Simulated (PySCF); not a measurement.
These 4 structures share the formula C3H3BCl2. The calculation used PBE0-D3(BJ)/def2-SVP geometry optimisation, gas phase (PySCF 2.14.0). Energies are electronic, without zero-point or thermal terms, for one conformer each. No frequencies were run at this level. Point groups hold within 0.08 Å.

Task: Rank from lowest to highest electronic energy at this level (kcal/mol).
A. `[Cl:1][B:2]([Cl:3])[CH:4]1[CH:5]=[CH:6]1` with Cl1–B2–C4–C5 28°
B. `CC#CB(Cl)Cl`
C. `[BH2:1][CH:2]1[C:3]([Cl:4])=[C:5]1[Cl:6]` with H–B1–C2–C3 151° and -28°
D. `[CH:1]#[C:2][CH2:3][B:4]([Cl:5])[Cl:6]` with C2–C3–B4–Cl5 -82°

Result: B (0.0), D (13.6), A (24.5), C (106.5).

As drawn, the lowest has a C≡C bond, which the highest lacks; the highest has a three-membered ring and a C=C bond outside aromatic rings, which the lowest lacks.

```json
{"SMILES": "CC#CB(Cl)Cl", "E (Eh)": "-1060.55399", "E rel (kcal/mol)": "0.0", "dipole (D)": "3.03", "point group": "near Cs", "A, B, C (MHz)": "3117, 1195, 868.3"}
{"SMILES": "C#CCB(Cl)Cl", "E (Eh)": "-1060.53229", "E rel (kcal/mol)": "13.6", "dipole (D)": "0.95", "point group": "near Cs", "A, B, C (MHz)": "2650, 1662, 1175"}
{"SMILES": "ClB(Cl)C1C=C1", "E (Eh)": "-1060.51501", "E rel (kcal/mol)": "24.5", "dipole (D)": "2.16", "point group": "Cs", "A, B, C (MHz)": "3233, 1726, 1207"}
{"SMILES": "BC1C(Cl)=C1Cl", "E (Eh)": "-1060.38426", "E rel (kcal/mol)": "106.5", "dipole (D)": "0.63", "point group": "Cs", "A, B, C (MHz)": "3151, 1480, 1059"}
```

Task: As an exercise, what shares would exp(−E/RT) give at 2000 K from these electronic energies alone (no entropy, no degeneracies)?

Result: RT = 3.974 kcal/mol: CC#CB(Cl)Cl 96.7 %, C#CCB(Cl)Cl 3.1 %, ClB(Cl)C1C=C1 0.2 %, BC1C(Cl)=C1Cl under 0.1 %.
